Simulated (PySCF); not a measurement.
SMILES [OH][Be][GeH3] (H₄BeGeO) (PBE0/def2-SVP optimised geometry):

```
7

Be    -0.222     0.121     0.000
O     -1.612     0.115     0.006
H     -2.560     0.141    -0.007
Ge     1.960     0.121     0.000
H      2.559    -1.216     0.493
H      2.560     0.362    -1.404
H      2.560     1.216     0.911
```

Computed with PBE0/def2-TZVP in PySCF 2.14.0.

Problem. What are the frontier orbital energies and the dipole moment?

Solution. HOMO-2 -9.12 eV, HOMO-1 -9.12 eV, HOMO -7.90 eV, LUMO -0.18 eV, LUMO+1 -0.12 eV; dipole moment 2.40 D.

On the same geometry PBE/def2-TZVP (PySCF) gives HOMO-2 -7.80 eV, HOMO-1 -7.80 eV, HOMO -6.76 eV, LUMO -0.89 eV, LUMO+1 -0.89 eV; dipole moment 2.46 D.

Meta-Löwdin charges at PBE0/def2-TZVP: Be1 1.21, O2 -1.13, H3 0.38, Ge4 -0.33, H5 -0.04, H6 -0.04, H7 -0.04.
